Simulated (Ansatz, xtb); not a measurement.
# Relaxing a trial structure of CH3SiZn

The starting geometry of this gas-phase doublet was built from a drawn formula by distance geometry; its bonds are those of `[CH2]1[SiH][Zn]1`.

```xyz
6

C    -1.1670   -2.4690    0.1387
Si    0.4473   -1.7414   -0.3982
Zn   -0.2225   -1.3397    1.6931
H    -2.0945   -2.1161   -0.3369
H    -1.1281   -3.5403    0.4019
H     1.6550   -2.6589   -0.1867
```

Predict what it relaxes into with r2SCAN-D4/def2-SVP.

A bond breaks, giving a structure given below by its coordinates. Contacts that open: C1–Zn3 (2.14 → 3.63 Å).

The energy falls by 0.90 eV over 22 steps:

```json
{"step": "1", "E − E(last) (eV)": "0.899"}
{"step": "3", "E − E(last) (eV)": "0.320"}
{"step": "6", "E − E(last) (eV)": "0.264"}
{"step": "8", "E − E(last) (eV)": "0.258"}
{"step": "10", "E − E(last) (eV)": "0.252"}
{"step": "13", "E − E(last) (eV)": "0.184"}
{"step": "15", "E − E(last) (eV)": "0.116"}
{"step": "17", "E − E(last) (eV)": "0.025"}
{"step": "20", "E − E(last) (eV)": "0.001"}
{"step": "22", "E − E(last) (eV)": "0.000"}
```

Final geometry (Å):

```xyz
6

C    -1.1875   -2.8469   -0.1041
Si    0.2814   -2.0526    0.3555
Zn    0.2304   -0.0469    1.7251
H    -2.1735   -2.4786    0.2006
H    -1.2085   -3.7540   -0.7204
H     1.5480   -2.6864   -0.1450
```

From the same start GFN2-xTB reaches the same bonding as this run.

The end wasn't checked by frequencies. Open shells are spin-unrestricted. Run with Ansatz 0.2.0, 120 s on 1 thread of Intel(R) Xeon(R) 6975P-C (Granite Rapids) (shared host).
